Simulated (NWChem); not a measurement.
System: CH$_{3}$AlClF; SMILES [Cl][Al]([F])[CH3]

Computed with NWChem. Coordinates come from a PBE0/def2-SVP optimisation. Ions are spin-unrestricted doublets at the neutral geometry; other ion states weren't tried.

What does the run give for PBE/def2-SVP? Quantities: vertical ionisation energy, ΔSCF (eV); −ε(HOMO) (eV).


```json
{
  "vertical ionisation energy, ΔSCF (eV)": "10.80",
  "−ε(HOMO) (eV)": "7.52"
}
```
